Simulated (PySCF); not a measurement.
Rh (rhodium, neutral): UHF calculation

Configuration: [Kr] 4d8 5s1, high-spin 4F determinant. All numbers are calculated (PySCF 2.14, a scalar-relativistic core potential, in aug-cc-pwCVDZ-PP with ECP28MDF (6s6p5d3f, 70 functions)).

| Quantity | Value |
| --- | --- |
| Total energy | -109.388550 hartree |
| One-electron energy | -193.5579 hartree |
| Hartree (Coulomb) energy | 94.8434 hartree |
| Exchange energy | -10.6741 hartree |
| ⟨S²⟩ | 3.7533 |
| ⟨L²⟩ | 12.054 |
| Sum of ⟨r⟩ | 24.69 bohr |
| Sum of ⟨r²⟩ | 48.64 bohr² |

```
shell  electrons  mean orbital energy (hartree)  spread (hartree)  rms radius, mean of both spins (bohr)
 4s α          1                       -3.78618                 0                                   1.06
 4s β          1                       -3.65214                 0                                   1.06
 4p α          3                       -2.43189                 0                                   1.17
 4p β          3                       -2.26942                 0                                   1.17
 4d α          5                       -0.45464           0.04093                                   1.72
 4d β          3                       -0.38858                 0                                   1.72
 5s α          1                       -0.23796                 0                                   3.79
```

Energies and moments cover only the electrons outside the core potential.
